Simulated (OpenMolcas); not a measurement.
# Re I: effect of the active space

```yaml
Program: OpenMolcas 26.06
Method: MS-CASPT2, IPEA 0.25 Eh, imaginary shift 0.1 Eh
Basis: ANO-R3
Scalar_Hamiltonian: X2C, finite nucleus
Spin-orbit_coupling: RASSI with atomic mean-field integrals over the reference wave functions, term energies averaged over their components
```

A. 5 electrons in 5 orbitals (5d); 2S+1 = 6 even, 1 root; 2S+1 = 4 even, 24 roots; 2S+1 = 2 even, 75 roots (67 in the spin-orbit step); closed shells correlated: 5s 5p 6s; CASPT2 step of the order of 70 core-seconds
B. 7 electrons in 6 orbitals (5d 6s); 2S+1 = 6 even, 6 roots; 2S+1 = 4 even, 59 roots kept (CI in the orbitals of an earlier block); 2S+1 = 2 even, 53 roots kept (CI in the orbitals of an earlier block); closed shells correlated: 5s 5p; CASPT2 step roughly 2.1 core-minutes

Energies in cm-1 above 5d5 6s2 6S 5/2, the measured ground level; measured values from NIST Handbook of Basic Atomic Spectroscopic Data.

```csv
Level,A,B,Measured
5d5 6s2 6S 5/2,0.0,0.0,0.0
5d5 6s2 4G 11/2,17390,18250,16307
5d5 6s2 4G 9/2,17820,18460,16619
5d5 6s2 4P 1/2 [58 %],18630,17920,
5d5 6s2 4D 7/2 [70 %],20200,19290,
5d5 6s2 4D 1/2 [61 %],22750,22360,
5d5 6s2 2I 11/2,25480,26710,
5d5 6s2 2I 13/2,27600,28330,
```

Deviations, from unrounded energies. A percentage is the sum of absolute deviations over the sum of measured energies, with the sign that they share, or ± where signs differ.

```json
{"Against measurement": "mean absolute deviation (cm-1)", "Levels": "2", "A": "1100", "B": "1900"}
{"Against measurement": "other terms of the ground configuration (%)", "Levels": "2", "A": "+6.9", "B": "+11.5"}
```

A lies closest to measurement on these levels. The largest miss of A in the table is 5d5 6s2 4G 9/2, by +1200 cm-1. The ranking rests on the paired levels alone, and a cruder setting can come out closer through cancelling errors.

The spin-orbit steps hold different terms of 5d5 6s2 (B lacks a 2D, a 2G, 2S), which shifts levels as well.

Between A and B the level of the table that moves most is 5d5 6s2 2I 11/2, by 1200 cm-1 (lowest in A, highest in B). Moves below CASPT2's spread within the term are not significant.

CASPT2 breaks the degeneracy within a term, and the mean is taken; among the terms shown or strongly mixed into the levels shown the widest spread is 1100 cm-1 (5d5 6s2 2I, A). The CASPT2 spread within a term exceeds the gap to the next term for 5d5 6s2 4D and 5d5 6s2 4P, so the order of their levels is uncertain, and so are names and mixing where such terms share a J (figures for A; the like holds for B). Some high roots are left out of the spin-orbit mixing, which shifts the levels that they would mix with (holds for A). With the s shell closed, the reference lacks s² → p², s² → d² and s → d mixing, so excited terms can stand far too high and out of order, with CASPT2 too (holds for A). Terms from blocks run as CI alone lack orbitals of their own (holds for B). Configurations are named by rounded mean occupations; where the s occupation lies near a half they are strongly mixed, a name can repeat and a true partner stay unpaired (holds for B). Measured partners are found by configuration, term and J. A level has none where our copy of the source lacks it or the pairing is in doubt (some pairs that miss far off the trend of their configuration count as doubtful), and it then counts in no deviation. Levels of configurations outside the active space are missing. Levels that lie high or do not pair safely by name in every column are left out.

A share in square brackets marks a mixed level and gives the weight of the term that names it, the lowest over the columns.
